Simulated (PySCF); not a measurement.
PySCF job for B(Me)(OMe)(SH) (C₂H₇BOS), SMILES COB(C)S, TDA-PBE/def2-SVPD. Coordinates come from a B3LYP-D3(BJ)/def2-SVP optimisation. The structure was generated by enumeration, and PubChem lists no compound with its InChIKey, so it may never have been made. The values are those of a single conformer.

```python
import numpy as np
from pyscf import gto, scf, dft, tdscf

mol = gto.M(
    atom='''
    B     0.44823743    0.30683138   -0.00000000
    C     1.50794923    1.47126409   -0.00000000
    H     2.53567310    1.07741234   -0.00000000
    H     1.38452242    2.11998038   -0.88405613
    H     1.38452242    2.11998038    0.88405613
    O     0.87849179   -0.97726119    0.00000000
    C     0.02049541   -2.10125159   -0.00000000
    H    -0.62529316   -2.11076812    0.89477440
    H     0.64165846   -3.00816767    0.00000000
    H    -0.62529317   -2.11076813   -0.89477440
    S    -1.36620943    0.62520699    0.00000000
    H    -1.27622844    1.97287661   -0.00000000
    ''',
    basis='def2-SVPD',
    charge=0,
    spin=0,
    symmetry=True,
    max_memory=1600,
    verbose=4,
)
mf = dft.RKS(mol, xc='pbe').density_fit(auxbasis='def2-universal-jkfit')
mf.grids.level = 3
mf.conv_tol = 1e-9
mf.max_cycle = 100
mf.kernel()
mf.grids = dft.Grids(mol).set(level=1).build(with_non0tab=True)  # coarser grid for the response kernel
td = tdscf.TDA(mf)
td.singlet = True
td.nstates = 10
td.conv_tol = 1e-4
td.positive_eig_threshold = 1e-6
td.kernel(x0=td.get_init_guess(mf, 15))
td.analyze()
tt = tdscf.TDA(mf)
tt.singlet = False
tt.nstates = 4
tt.conv_tol = 1e-4
tt.positive_eig_threshold = 1e-6
tt.kernel(x0=tt.get_init_guess(mf, 9))
tt.analyze(verbose=3)
```

It prints:

```
PySCF version 2.14.0

[INPUT] verbose = 4
[INPUT] num. atoms = 12
[INPUT] num. electrons = 48
[INPUT] charge = 0
[INPUT] spin (= nelec alpha-beta = 2S) = 0
[INPUT] symmetry True subgroup None
[INPUT] Mole.unit = angstrom
[INPUT] Symbol           X                Y                Z      unit          X                Y                Z       unit  Magmom
[INPUT]  1 B      0.448237430000   0.306831380000   0.000000000000 AA    0.847045981479   0.579827274622   0.000000000000 Bohr   0.0
[INPUT]  2 C      1.507949230000   1.471264090000   0.000000000000 AA    2.849611054449   2.780286187007   0.000000000000 Bohr   0.0
[INPUT]  3 H      2.535673100000   1.077412340000   0.000000000000 AA    4.791727700427   2.036014245827   0.000000000000 Bohr   0.0
[INPUT]  4 H      1.384522420000   2.119980380000  -0.884056130000 AA    2.616368187120   4.006182307651  -1.670623964443 Bohr   0.0
[INPUT]  5 H      1.384522420000   2.119980380000   0.884056130000 AA    2.616368187120   4.006182307651   1.670623964443 Bohr   0.0
[INPUT]  6 O      0.878491790000  -0.977261190000   0.000000000000 AA    1.660108885779  -1.846756001267   0.000000000000 Bohr   0.0
[INPUT]  7 C      0.020495410000  -2.101251590000   0.000000000000 AA    0.038730711711  -3.970790023907   0.000000000000 Bohr   0.0
[INPUT]  8 H     -0.625293160000  -2.110768120000   0.894774400000 AA   -1.181632819964  -3.988773659263   1.690878559272 Bohr   0.0
[INPUT]  9 H      0.641658460000  -3.008167670000   0.000000000000 AA    1.212558754910  -5.684613033071   0.000000000000 Bohr   0.0
[INPUT] 10 H     -0.625293170000  -2.110768130000  -0.894774400000 AA   -1.181632838861  -3.988773678160  -1.690878559272 Bohr   0.0
[INPUT] 11 S     -1.366209430000   0.625206990000   0.000000000000 AA   -2.581761651498   1.181469982264   0.000000000000 Bohr   0.0
[INPUT] 12 H     -1.276228440000   1.972876610000   0.000000000000 AA   -2.411722223981   3.728196470460   0.000000000000 Bohr   0.0

nuclear repulsion = 213.607620624082
point group symmetry = Cs
symmetry origin: [2.36215773e-09 3.93692856e-10 0.00000000e+00]
symmetry axis x: [1.00000000e+00 6.10099764e-09 1.47626812e-10]
symmetry axis y: [ 6.10099764e-09 -1.00000000e+00 -1.08219350e-10]
symmetry axis z: [-1.47626812e-10 -1.08219359e-10  1.00000000e+00]
num. orbitals of irrep A' = 111
num. orbitals of irrep A" = 55
number of shells = 72
number of NR pGTOs = 238
number of NR cGTOs = 166
basis = def2-SVPD
ecp = {}


[settings echo left out]
init E= -578.295754582709
HOMO (A") = -0.297409453068658  LUMO (A") = -0.0893061820584196  gap/eV = 5.66278
cycle= 1 E= -578.010753183752  delta_E= 0.285  |g|=  0.7  |ddm|= 4.58
HOMO (A') = -0.120959029549611  LUMO (A') = -0.0101563101602191  gap/eV = 3.01510
cycle= 2 E= -577.600596362683  delta_E= 0.41  |g|= 1.54  |ddm|= 1.99
HOMO (A") = -0.217523303293797  LUMO (A") = -0.0175306947006706  gap/eV = 5.44208
cycle= 3 E= -578.107225135584  delta_E= -0.507  |g|= 0.254  |ddm|=  1.4
HOMO (A") = -0.237670179586108  LUMO (A") = -0.0269767219581873  gap/eV = 5.73326
cycle= 4 E= -578.122354608961  delta_E= -0.0151  |g|= 0.055  |ddm|= 0.318
HOMO (A") = -0.237786063550687  LUMO (A") = -0.0254244639753498  gap/eV = 5.77865
cycle= 5 E= -578.122986388866  delta_E= -0.000632  |g|= 0.0187  |ddm|= 0.0727
HOMO (A") = -0.235173730989386  LUMO (A") = -0.0252940477299832  gap/eV = 5.71112
cycle= 6 E= -578.123079802348  delta_E= -9.34e-05  |g|= 0.00652  |ddm|= 0.0339
HOMO (A") = -0.235737932928269  LUMO (A") = -0.0250207707845278  gap/eV = 5.73391
cycle= 7 E= -578.12309159986  delta_E= -1.18e-05  |g|= 0.00158  |ddm|= 0.011
HOMO (A") = -0.235806901622151  LUMO (A") = -0.0252080436079352  gap/eV = 5.73069
cycle= 8 E= -578.123092337013  delta_E= -7.37e-07  |g|= 0.000361  |ddm|= 0.00263
HOMO (A") = -0.23576107243654  LUMO (A") = -0.025176268446895  gap/eV = 5.73030
cycle= 9 E= -578.123092372454  delta_E= -3.54e-08  |g|= 7.27e-05  |ddm|= 0.000644
HOMO (A") = -0.235768035135852  LUMO (A") = -0.0251818578424956  gap/eV = 5.73034
cycle= 10 E= -578.123092374014  delta_E= -1.56e-09  |g|= 2.63e-05  |ddm|= 0.000156
HOMO (A") = -0.235769059430122  LUMO (A") = -0.0251819170686236  gap/eV = 5.73037
cycle= 11 E= -578.123092374253  delta_E= -2.39e-10  |g|= 4.58e-06  |ddm|= 5.15e-05
HOMO (A") = -0.235768272248899  LUMO (A") = -0.0251815093213299  gap/eV = 5.73036
Extra cycle  E= -578.123092374249  delta_E= 4.09e-12  |g|= 6.01e-06  |ddm|= 1.62e-05
converged SCF energy = -578.123092374249
tot grids = 44344
Overwritten attributes  positive_eig_threshold  of <class 'pyscf.tdscf.rks.TDA'>


******** <class 'pyscf.tdscf.rks.TDA'> for <class 'pyscf.df.df_jk.DFSymAdaptedRKS'> ********
nstates = 10 singlet
deg_eia_thresh = 1.000e-03
wfnsym = None
conv_tol = 0.0001
eigh lindep = 1e-12
eigh level_shift = 0
eigh max_cycle = 100


Excitation energies (eV)
[5.9061686  6.39957465 6.52519113 6.56190669 6.67385626 6.85932398
 7.10009933 7.16046353 7.33276556 7.51240649]

** Singlet excitation energies and oscillator strengths **
Excited State   1:   A"      5.90617 eV    209.92 nm  f=0.0325
      24 -> 26       -0.70317
Excited State   2:   A'      6.39957 eV    193.74 nm  f=0.1068
      23 -> 26       -0.32363
      24 -> 25        0.59500
      24 -> 30        0.10112
Excited State   3:   A"      6.52519 eV    190.01 nm  f=0.0003
      23 -> 25       -0.68307
      24 -> 27       -0.16898
Excited State   4:   A'      6.56191 eV    188.95 nm  f=0.0161
      23 -> 26        0.62143
      23 -> 27        0.12448
      24 -> 25        0.28454
Excited State   5:   A"      6.67386 eV    185.78 nm  f=0.0139
      23 -> 25       -0.15617
      24 -> 27        0.66939
      24 -> 28        0.14290
Excited State   6:   A"      6.85932 eV    180.75 nm  f=0.0000
      24 -> 27       -0.12658
      24 -> 28        0.68927
Excited State   7:   A"      7.10010 eV    174.62 nm  f=0.0144
      22 -> 26        0.12871
      24 -> 29       -0.69327
Excited State   8:   A"      7.16046 eV    173.15 nm  f=0.0007
      22 -> 26       -0.69391
      24 -> 29       -0.12611
Excited State   9:   A'      7.33277 eV    169.08 nm  f=0.0574
      22 -> 25        0.12719
      23 -> 27        0.64314
      23 -> 28        0.15809
      23 -> 29       -0.12161
Excited State  10:   A'      7.51241 eV    165.04 nm  f=0.0289
      23 -> 28        0.66929
      24 -> 30        0.16647

** Transition electric dipole moments (AU) **
state          X           Y           Z        Dip. S.      Osc.
  1        -0.0000      0.0000     -0.4739      0.2246      0.0325
  2        -0.7727      0.2900      0.0000      0.6811      0.1068
  3        -0.0000     -0.0000     -0.0458      0.0021      0.0003
  4        -0.0658      0.3094      0.0000      0.1001      0.0161
  5         0.0000      0.0000      0.2915      0.0850      0.0139
  6         0.0000      0.0000     -0.0035      0.0000      0.0000
  7        -0.0000      0.0000     -0.2878      0.0828      0.0144
  8         0.0000     -0.0000     -0.0629      0.0040      0.0007
  9         0.4797     -0.2987     -0.0000      0.3193      0.0574
 10        -0.3937     -0.0440     -0.0000      0.1570      0.0289

** Transition velocity dipole moments (imaginary part, AU) **
state          X           Y           Z        Dip. S.      Osc.
  1         0.0000     -0.0000     -0.0841      0.0071      0.0217
  2        -0.0749      0.0458      0.0000      0.0077      0.0219
  3         0.0000      0.0000      0.0065      0.0000      0.0001
  4         0.0592      0.0455      0.0000      0.0056      0.0154
  5         0.0000     -0.0000      0.0390      0.0015      0.0041
  6        -0.0000     -0.0000      0.0277      0.0008      0.0020
  7         0.0000     -0.0000     -0.0834      0.0070      0.0178
  8        -0.0000      0.0000     -0.0135      0.0002      0.0005
  9         0.0765     -0.0412     -0.0000      0.0076      0.0187
 10        -0.0930     -0.0254      0.0000      0.0093      0.0224

** Transition magnetic dipole moments (imaginary part, AU) **
state          X           Y           Z
  1         0.3355      0.6468     -0.0000
  2        -0.0000      0.0000     -0.4098
  3         0.1368     -0.9588     -0.0000
  4        -0.0000     -0.0000      0.4138
  5         0.2048     -0.4694      0.0000
  6        -0.1439      0.2639      0.0000
  7        -0.0801     -0.1128     -0.0000
  8         0.3624      0.0679      0.0000
  9        -0.0000      0.0000      0.2373
 10         0.0000      0.0000      0.5074


******** <class 'pyscf.tdscf.rks.TDA'> for <class 'pyscf.df.df_jk.DFSymAdaptedRKS'> ********
nstates = 4 triplet
deg_eia_thresh = 1.000e-03
wfnsym = None
conv_tol = 0.0001
eigh lindep = 1e-12
eigh level_shift = 0
eigh max_cycle = 100


Excitation energies (eV)
[5.38879491 5.61587511 6.09118242 6.31018159]

** Triplet excitation energies and oscillator strengths **
Excited State   1:   A'      5.38879 eV    230.08 nm  f=0.0000
Excited State   2:   A"      5.61588 eV    220.77 nm  f=0.0000
Excited State   3:   A"      6.09118 eV    203.55 nm  f=0.0000
Excited State   4:   A'      6.31018 eV    196.48 nm  f=0.0000
```

The calculation finished and met its thresholds.
